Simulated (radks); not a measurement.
Results of a calculation; reference values are marked as such.
Li, configuration [He] 2s1.

Code: a radial shooting solver on a logarithmic mesh with Libxc functionals. Model: Dirac Kohn-Sham, PBE, spin-unpolarised, spherical densities, point nucleus.

Energy parts (eV):
part                    energy
total                 -202.785
kinetic                201.483
electron-nucleus      -465.364
Hartree                109.724
exchange-correlation   -48.627

Orbitals (lengths in bohr, moments of r in powers of bohr; <r^-3> diverges for s and p1/2; r(90%) holds 90 % of the orbital's charge):
orbital,occ.,eigenvalue (eV),r(90%),<r^4>,<r^2>,<r^-3>
1s1/2,2,-51.8544,1.06,0.6027,0.4657,-
2s1/2,1,-2.8742,6.17,615.2,18.20,-

The highest occupied level is 2s1/2 at -2.874 eV. The density falls to 0.001 e/bohr^3 at r = 4.16 bohr. Summed over all electrons, <r^2> = 19.13 bohr^2, which gives a Langevin (diamagnetic) susceptibility term of -15.2 x 10^-6 cm^3/mol.
